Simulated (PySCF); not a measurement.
H4F2GeOSi (SMILES F[SiH](F)[O][GeH3]), singlet, at a GFN2-xTB geometry, atoms displaced at random by about 0.08 Å a coordinate; B3LYP/STO-3G, gradient (PySCF).

Here is a job for PySCF.
```python
from pyscf import gto, scf, dft

mol = gto.Mole()
mol.atom = '''
    Si    1.49507938   -0.48378825    0.36149581
    F     1.17180506   -0.81669452    1.80918918
    F     2.00658910    1.11373264    0.60374442
    O     0.07967613   -0.46800530   -0.53176317
    Ge   -1.54495782    0.10703962   -0.64853415
    H     2.25485557   -1.17796835   -0.50459427
    H    -2.14643083   -0.37397177    0.54439616
    H    -2.02792823   -0.32979940   -1.76389513
    H    -1.32124577    1.75136240   -0.53635310
'''
mol.basis = 'sto-3g'
mol.verbose = 4
mol.build()

mf = dft.RKS(mol)
mf.xc = 'b3lyp'
mf.grids.level = 0
mf.kernel()
g = mf.nuc_grad_method()
g.grid_response = False
grad = g.kernel()
```

What the program printed (banner, timings and long lists left out):

```
PySCF version 2.14.0

[INPUT] verbose = 4
[INPUT] num. atoms = 9
[INPUT] num. electrons = 76
[INPUT] charge = 0
[INPUT] spin (= nelec alpha-beta = 2S) = 0
[INPUT] symmetry False subgroup None
[INPUT] Mole.unit = angstrom
[INPUT] Symbol           X                Y                Z      unit          X                Y                Z       unit  Magmom
[INPUT]  1 Si     1.495079380000  -0.483788250000   0.361495810000 AA    2.825290562685  -0.914227294783   0.683128076078 Bohr   0.0
[INPUT]  2 F      1.171805060000  -0.816694520000   1.809189180000 AA    2.214390634780  -1.543328970233   3.418872057726 Bohr   0.0
[INPUT]  3 F      2.006589100000   1.113732640000   0.603744420000 AA    3.791903843537   2.104649665589   1.140911603034 Bohr   0.0
[INPUT]  4 O      0.079676130000  -0.468005300000  -0.531763170000 AA    0.150566064365  -0.884401841845  -1.004886754431 Bohr   0.0
[INPUT]  5 Ge    -1.544957820000   0.107039620000  -0.648534150000 AA   -2.919547153805   0.202275566278  -1.225551925928 Bohr   0.0
[INPUT]  6 H      2.254855570000  -1.177968350000  -0.504594270000 AA    4.261059477750  -2.226037564906  -0.953544974325 Bohr   0.0
[INPUT]  7 H     -2.146430830000  -0.373971770000   0.544396160000 AA   -4.056166414023  -0.706704223619   1.028759645665 Bohr   0.0
[INPUT]  8 H     -2.027928230000  -0.329799400000  -1.763895130000 AA   -3.832228954974  -0.623230542046  -3.333278708154 Bohr   0.0
[INPUT]  9 H     -1.321245770000   1.751362400000  -0.536353100000 AA   -2.496792648540   3.309595280861  -1.013560465061 Bohr   0.0

nuclear repulsion = 464.653944742987
number of shells = 26
number of NR pGTOs = 138
number of NR cGTOs = 46
basis = sto-3g
ecp = {}

******** <class 'pyscf.dft.rks.RKS'> ********
method = RKS
initial guess = minao
damping factor = 0
level_shift factor = 0
DIIS = <class 'pyscf.scf.diis.CDIIS'>
diis_start_cycle = 1
diis_space = 8
diis_damp = 0
SCF conv_tol = 1e-09
SCF conv_tol_grad = None
SCF max_cycles = 50
direct_scf = True
direct_scf_tol = 1e-13
XC library pyscf.dft.libxc version 7.1.2
    S. Lehtola, C. Steigemann, M. J. T. Oliveira, and M. A. L. Marques,  SoftwareX 7, 1–5 (2018)
XC functionals = b3lyp
    P. J. Stephens, F. J. Devlin, C. F. Chabalowski, and M. J. Frisch,  J. Phys. Chem. 98, 11623 (1994)
radial grids:
    Treutler-Ahlrichs [JCP 102, 346 (1995); DOI:10.1063/1.469408] (M4) radial grids

becke partition: Becke, JCP 88, 2547 (1988); DOI:10.1063/1.454033
pruning grids: <function nwchem_prune>
grids dens level: 0
symmetrized grids: False
atomic radii adjust function: <function treutler_atomic_radii_adjust>
small_rho_cutoff = 0
Set gradient conv threshold to 3.16228e-05
Initial guess from minao.
tot grids = 9816
init E= -2610.69989358757
  HOMO = -0.543986872627889  LUMO = -0.208037482630978  gap/eV = 9.14165
cycle= 1 E= -2612.32140675267  delta_E= -1.62  |g|= 0.855  |ddm|= 3.57
  HOMO = 0.0933182770229022  LUMO = 0.227190690303511  gap/eV = 3.64285
cycle= 2 E= -2612.1399369965  delta_E= 0.181  |g|= 1.28  |ddm|= 3.28
  HOMO = -0.117911800179869  LUMO = 0.20320499850695  gap/eV = 8.73803
cycle= 3 E= -2612.60657474635  delta_E= -0.467  |g|= 0.236  |ddm|= 1.95
  HOMO = -0.107075563041806  LUMO = 0.211625224458076  gap/eV = 8.67229
cycle= 4 E= -2612.62404740624  delta_E= -0.0175  |g|= 0.0644  |ddm|= 0.462
  HOMO = -0.120933342976988  LUMO = 0.207724227194825  gap/eV = 8.94323
cycle= 5 E= -2612.62546164048  delta_E= -0.00141  |g|= 0.00888  |ddm|= 0.111
  HOMO = -0.120847206682874  LUMO = 0.20826308585047  gap/eV = 8.95555
cycle= 6 E= -2612.62549118192  delta_E= -2.95e-05  |g|= 0.0024  |ddm|= 0.0195
  HOMO = -0.120828514930686  LUMO = 0.208174897706799  gap/eV = 8.95264
cycle= 7 E= -2612.62549345924  delta_E= -2.28e-06  |g|= 0.000572  |ddm|= 0.0049
  HOMO = -0.120794461761915  LUMO = 0.208134123556567  gap/eV = 8.95060
cycle= 8 E= -2612.62549357237  delta_E= -1.13e-07  |g|= 8.68e-05  |ddm|= 0.000998
  HOMO = -0.120782151498512  LUMO = 0.208147086900635  gap/eV = 8.95062
cycle= 9 E= -2612.62549357545  delta_E= -3.07e-09  |g|= 1.49e-05  |ddm|= 0.000173
  HOMO = -0.120778870111343  LUMO = 0.208148487513631  gap/eV = 8.95057
cycle= 10 E= -2612.62549357554  delta_E= -9.23e-11  |g|= 2.13e-06  |ddm|= 3.39e-05
  HOMO = -0.120779403100367  LUMO = 0.208147995595204  gap/eV = 8.95057
Extra cycle  E= -2612.62549357554  delta_E= 9.09e-13  |g|= 1.65e-06  |ddm|= 8.25e-06
converged SCF energy = -2612.62549357554

******** <class 'pyscf.grad.rks.Gradients'> for <class 'pyscf.dft.rks.RKS'> ********
unit = Eh/Bohr
grid_response = False
--------------- RKS gradients ---------------
         x                y                z
0 Si     0.0523951397    -0.1127649019     0.0704351538
1 F     0.0121452102     0.0373397144    -0.0906382994
2 F     0.0051557617     0.0357025247     0.0137463615
3 O    -0.0042021913     0.0088670592     0.0050054662
4 Ge    -0.0651079835    -0.0591361626    -0.0665632272
5 H    -0.0471277225     0.0381366928     0.0248593143
6 H     0.0084476019    -0.0063375712     0.0025581380
7 H     0.0162861962     0.0096534315     0.0367151590
8 H     0.0175566037     0.0537853856     0.0059028168
----------------------------------------------
```
